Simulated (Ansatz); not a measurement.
Stepwise reaction of `C[SiH](C)[SiH2]F` with hydrogen, as a gas-phase model of exchange steps in deposition or etching. ΔE in kJ/mol; ΔG adds harmonic PBE0-D4 terms to CCSD(T)/CBS, at 1 bar.

Calculated with Ansatz (gas phase, PBE0-D4/def2-TZVP geometries, no zero-point term in ΔE). CCSD(T)/CBS is the MP2 limit (def2-TZVPP, def2-QZVPP) plus CCSD(T) − MP2 in def2-TZVPP, frozen cores. This one scheme is used for every species. DFT in def2-TZVPP. B3LYP here is the variant with VWN-RPA as its local correlation; programs differ in this. One conformer a species, not always the lowest.

| step | reaction | PBE-D4 | B3LYP-D4 | ωB97M-V | CCSD(T)/CBS | ΔG(600 K) |
| --- | --- | --- | --- | --- | --- | --- |
| 1 | `C[SiH](C)[SiH2]F` + H₂ → `C[SiH2][SiH2]F` + CH₄ | -24.3 | -29.2 | -26.5 | -26.3 | -22.6 |
| 2 | `C[SiH2][SiH2]F` + H₂ → `F[SiH2][SiH3]` + CH₄ | -25.9 | -31.1 | -28.5 | -28.2 | -24.9 |

(1) By hand: ΔE of the 2 steps together at CCSD(T)/CBS.

Results:

(1) (-26.3) + (-28.2) = -54.5 kJ/mol, or -27.2 kJ/mol a step.

In ΔE the steps differ by no more than 1.9 kJ/mol. All are downhill at CCSD(T)/CBS. ΔG lies between -24.9 and -22.6 kJ/mol a step. PBE-D4 differs from CCSD(T)/CBS by 2.0 to 2.3 kJ/mol a step. Isolated molecules leave out the surface, adducts and barriers. Largest T1 diagnostic: 0.012.
